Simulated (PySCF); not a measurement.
CH2Cl, SMILES [CH2]Cl (connectivity only; charge and spin as stated), charge +1, multiplicity 1. The structure is a stationary point at PBE-D3(BJ)/def2-TZVP. The spin state was assumed, not searched. The isomer is the one that the SMILES or the coordinates give; other isomers of the formula were not compared.

All values below come from PySCF with PBE-D3(BJ)/def2-TZVP.

Harmonic wavenumbers (cm⁻¹): 1015, 1034, 1105, 1421, 3007, 3143. Rotational constants (GHz): 271.9, 17.60, 16.53; symmetry number 2.

**Question.** Work out the zero-point energy and the ideal-gas rigid-rotor harmonic-oscillator thermochemistry at 298.15 K and 1 atm.

**Answer.** ZPE = ½ Σ hcν = ½ × 10726 cm⁻¹ = 15.33 kcal/mol. H − E(el) = 17.77 kcal/mol. Entropy in cal/(mol K): translation 37.62, rotation 17.57, vibration 0.25, total 55.44. G − E(el) = 1.24 kcal/mol. Cp = 9.03 cal/(mol K).
